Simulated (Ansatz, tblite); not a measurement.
Removing and adding an electron: Ga₆P₆H₁₈, a cluster cut from wurtzite GaP (hydrogen-capped). The state is a singlet with charge 0. Geometry: PBE-D4/def2-SVP. Ansatz, gas phase; energy differences of separate SCF runs; the oxidised species was run as a doublet alone; the reduced species was run as a doublet alone.

```xyz
30

P    -0.2249   -2.0664    1.9077
Ga    1.4962   -2.1955    0.2083
Ga   -2.0133   -1.8820   -1.5628
P     0.3881   -1.6385   -1.7874
P     2.6955   -0.1797    0.8132
Ga    1.3808    0.3094   -2.8343
Ga   -1.7591   -0.1941    1.9924
P    -2.4419    0.1013   -0.2365
P    -0.1181    1.5503    2.3542
Ga    1.6197    1.9887    0.7248
Ga   -1.8894    2.3191   -1.0439
P     0.4953    1.9986   -1.3383
H    -1.0112   -3.2534    1.8042
H     0.3460   -2.2925    3.2015
H     2.3906   -3.4787    0.3826
H    -2.2687   -3.1375   -0.6209
H    -2.6790   -1.7008   -2.9807
H     0.7905   -2.7415   -2.6087
H     3.3420   -0.3556    2.0787
H     3.8541   -0.1122   -0.0178
H     2.9476    0.2309   -2.5740
H     0.7388    0.5044   -4.2613
H    -2.7570   -0.3141    3.2035
H    -3.8635    0.1207   -0.0590
H     0.4552    1.4217    3.6600
H    -0.8338    2.7702    2.5476
H     2.5857    3.1370    1.1994
H    -2.5546    2.5270   -2.4584
H    -2.0782    3.3206    0.1769
H     0.9665    3.2426   -1.8708
```

The xTB rows come from tblite. Single mean-field runs in def2-TZVP are fitted with def2-universal-jkfit.

```json
{"level": "GFN1-xTB", "−HOMO (eV)": "10.75", "vertical IE (eV)": "12.41", "−LUMO (eV)": "6.23", "vertical EA (eV)": "4.55", "HOMO–LUMO gap (eV)": "4.52", "IE − EA (eV)": "7.87", "remarks": "–"}
{"level": "GFN2-xTB", "−HOMO (eV)": "11.07", "vertical IE (eV)": "12.74", "−LUMO (eV)": "7.73", "vertical EA (eV)": "5.97", "HOMO–LUMO gap (eV)": "3.34", "IE − EA (eV)": "6.77", "remarks": "–"}
{"level": "PBE-D4/def2-TZVP", "−HOMO (eV)": "6.16", "vertical IE (eV)": "–", "−LUMO (eV)": "2.25", "vertical EA (eV)": "0.62", "HOMO–LUMO gap (eV)": "3.90", "IE − EA (eV)": "–", "remarks": "HOMO above zero (-1 doublet)"}
{"level": "PBE0-D4/def2-TZVP", "−HOMO (eV)": "7.20", "vertical IE (eV)": "8.50", "−LUMO (eV)": "1.49", "vertical EA (eV)": "0.43", "HOMO–LUMO gap (eV)": "5.71", "IE − EA (eV)": "8.07", "remarks": "HOMO above zero (-1 doublet)"}
```

Run but left out: PBE-D4/def2-TZVP (charge +1 doublet: an occupied level 0.03 eV above an empty one).   A HOMO above zero means that the electron is unbound at that level or that self-interaction error raises the level; the energy of removing that electron tells which. Raw xTB energy differences between charge states are shifted by several eV; the methods need an empirical correction for them. Sets without diffuse functions give affinities that are too small.
